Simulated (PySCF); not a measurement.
Static response to an electric field

C₆H₉ClSi.
Cartesian coordinates in Å at the GFN2-xTB level; atoms count from 1:
```
atom  x, y, z in Å
C1     2.8283   -0.5546   -1.2969
C2     1.9220   -0.1375   -0.4133
C3     0.5377   -0.5153   -0.4737
C4    -0.4480   -0.1264    0.3672
C5    -1.7957   -0.5794    0.0664
C6    -2.9211   -0.1143    0.5992
Si7   -0.1432    0.9596    1.8901
Cl8   -0.2898    2.9045    1.3485
H9     3.8602   -0.2545   -1.2398
H10    2.5647   -1.2129   -2.1090
H11    2.2200    0.5302    0.3828
H12    0.2802   -1.1589   -1.3105
H13   -1.8634   -1.3488   -0.6957
H14   -3.8812   -0.4951    0.2948
H15   -2.9336    0.6694    1.3371
H16   -1.1282    0.6919    2.9357
H17    1.1843    0.7540    2.4670
```

Level: wB97X-D/def2-SVPD (PySCF), static field, nuclei fixed, core orbitals frozen in the response. The polarisability tensor in these axes (au):

```
x   166.43 -10.73 -33.62
y   -10.73  98.90  18.09
z   -33.62  18.09 108.78
```

Give the principal values, the mean and the anisotropy Δα = √{½[(α1 − α2)² + (α2 − α3)² + (α1 − α3)²]}.

Principal values 82.58, 106.12 and 185.41 au; mean 124.70 au = 18.48 Å³ = 20.56 × 10⁻⁴⁰ C²·m²/J; Δα = 93.32 au (75 % of the mean).

What is the dipole moment, and where does it point?

(0.44, -1.66, -0.54) D, 1.80 D in size, pointing from the negative to the positive side. Measured along this direction, the outermost atoms are Cl8 at the negative end and H10 at the positive end.

In TDDFT the mean static polarisability is Σ f/ω² over all singlet excitations (ω in hartree). How much of it do the 8 lowest give? Their energies (eV) and oscillator strengths: 4.75, 0.8417; 5.87, 0.0031; 6.07, 0.1022; 6.49, 0.0345; 6.67, 0.0181; 6.87, 0.0021; 7.02, 0.0288; 7.05, 0.0084.

They add up to 31.24 au, 25.0 % of the 124.70 au; the largest single term is 27.62 au, from the state at 4.75 eV. Terms in order: 27.62, 0.07, 2.05, 0.61, 0.30, 0.03, 0.43, 0.12 au. Higher excitations give the rest. The strengths listed sum to 1.039.

Find the Langevin capture rate constant for NH4+ (18.034 u) meeting this molecule (144.016 u), k = 2.342 × 10⁻⁹ cm³/s × √(α in Å³ / reduced mass in u).

The reduced mass is 16.03 u, so k = 2.51 × 10⁻⁹ cm³/s. The formula leaves out the permanent dipole, which adds to the capture rate.

Directions of the eigenvectors, and the extent of the frame along each?

Largest value along (0.88, -0.20, -0.43), where the nuclei span 7.42 Å; middle along (0.43, 0.72, 0.54), 4.85 Å; least along (0.20, -0.66, 0.72), 2.53 Å. The response follows the extents in order.

Molar refractivity from α?

Lorentz–Lorenz: R = (4π/3)N_A α = 2.5225 cm³/(mol·Å³) × 18.48 Å³ = 46.6 cm³/mol, in the limit of long wavelengths.

What are the principal values of the traceless quadrupole moment, Θ = ½Σq(3rr − r²1), about the centre of nuclear charge?

-8.88, 2.31, 6.57 D·Å. The values depend on the origin, since the dipole doesn't vanish. The electronic extent ⟨r²⟩ about the same centre is 1688 bohr², a root-mean-square distance of 2.49 Å for the 76 electrons.

The structure is a single GFN2-xTB conformer in the gas phase; no vibrational or solvent corrections.
